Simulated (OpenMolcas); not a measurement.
Computed levels of 4d2 in ions with 38 electrons, in cm-1 above 3F2.

```yaml
Program: OpenMolcas 26.06
Method: SS-CASPT2, IPEA 0.25 Eh, imaginary shift 0.1 Eh
Basis: ANO-R3
Scalar_Hamiltonian: X2C, finite nucleus
Spin-orbit_coupling: RASSI with atomic mean-field integrals over the reference wave functions, term energies averaged over their components
```

Active space for each ion: 2 electrons in 5 orbitals (4d); closed shells correlated by CASPT2: 4s 4p.

```tsv
Level	Mo4+	Ru6+	Rh7+
3F3	1495	2640	3390
3F4	3190	5500	6970
1D2	9920	13390	15110
3P0	11850	14760	16220
3P1	12470	15910	17740
3P2	13800	18550	21250
1G4	16730	21750	24440
1S0	37830	48780	54150
```

Question: Estimate 3F4, 1D2, 3P0 for Tc5+ from its neighbours Mo4+ and Ru6+.

Answer: 3F4 is fine structure, which grows about as the fourth power of a screened charge, so the fourth roots are averaged: ((3190^0.25 + 5500^0.25) / 2)^4 = 4228. The calculation gives 4230, so the estimate is off by 0 %.
1D2 is another term, which grows about linearly with the charge: (9920 + 13390) / 2 = 11655. The calculation gives 11690, so the estimate is off by -0.3 %.
3P0 is another term, which grows about linearly with the charge: (11850 + 14760) / 2 = 13305. The calculation gives 13320, so the estimate is off by -0.1 %.

Mixed levels, with the weight of the term that names them: Rh7+ 1D2 (71 %), Rh7+ 3P2 (74 %).

Term energies are means over components that CASPT2 splits; among the terms shown or strongly mixed into the levels shown the widest spread is 870 cm-1 (4d2 1G, Tc5+). Levels of configurations outside the active space are missing.
